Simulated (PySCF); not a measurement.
## Vertical excitation energies

C4H3ClN2O2.
SMILES: `[H]/N=C/C1=NC(Cl)=C(O)O1`

Computed, not measured: PySCF, TDDFT B3LYP/def2-SVPD, vertical, gas phase, core orbitals frozen in the response. Geometry: GFN2-xTB, one conformer, isolated molecule. Torsions of this conformer, `[H]/[N:1]=[CH:2]/[c:3]1[n:4][c:5]([Cl:6])[c:7]([OH:8])[o:9]1`: N1–C2–C3–N4 180°, H–O8–C7–C5 180°.

| state | λ (nm) | E (eV) | f | symmetry | main configurations (H = HOMO, L = LUMO) |
| --- | --- | --- | --- | --- | --- |
| S1 | 290.5 | 4.27 | 0.327 | A′ | H→L (97%) |
| S2 | 281.6 | 4.40 | 0.0011 | – | H-1→L (99%) |
| S3 | 239.0 | 5.19 | 0.0008 | – | H→L+1 (99%) |
| S4 | 223.0 | 5.56 | 0.0010 | – | H-3→L (99%) |
| S5 | 205.4 | 6.04 | 0.0008 | – | H→L+2 (81%), H→L+4 (15%) |
| S6 | 197.9 | 6.26 | 0.0001 | – | H-4→L (98%) |
| S7 | 197.8 | 6.27 | 0.081 | A′ | H-2→L (80%), H→L+3 (16%) |
| S8 | 196.9 | 6.30 | 0.0001 | – | H→L+4 (82%), H→L+2 (14%) |

Triplets, Tamm–Dancoff:

| state | E (eV) | λ (nm) | main configurations (H = HOMO, L = LUMO) |
| --- | --- | --- | --- |
| T1 | 2.78 | 446.0 | H→L (95%) |
| T2 | 3.74 | 331.4 | H-1→L (96%) |
| T3 | 4.81 | 257.9 | H→L+3 (64%), H-2→L (22%), H-5→L (11%) |

The lowest singlet lies at 4.27 eV (290 nm, ultraviolet) and is strong; its leading configuration is HOMO→LUMO (97%). The lowest level is also the most intense of those listed (f = 0.327). S6/S7 lie within about 0.01 eV of each other. Löwdin shares by element: HOMO carbon 51% or more, chlorine 14% (atoms not listed hold the other 35%); LUMO nitrogen 42%, carbon 30% or more (atoms not listed hold the other 28%). The listed states span 2.03 eV, and the widest gap between neighbours is 0.78 eV (S2 to S3). Orbital energies (eV): HOMO-3 -8.87, HOMO-2 -8.87, HOMO-1 -7.82, HOMO -6.50, LUMO -2.07, LUMO+1 -0.41, LUMO+2 0.45. The oscillator strengths of these states sum to 0.411; summed over the whole spectrum of an exact calculation they would give the number of electrons, 74 (Thomas–Reiche–Kuhn). No computed singlet lies in the visible range (380 to 750 nm); the lowest, at 290 nm, stands 1.01 eV above its violet end (3.26 eV); a Tamm–Dancoff triplet lies at 446 nm, without intensity as long as spin–orbit coupling is left out. Symmetry labels in Cs follow from the direction of the transition dipole and are given only for states with f of 0.002 or more. Singlets were solved by full linear response, triplets in the Tamm–Dancoff approximation.
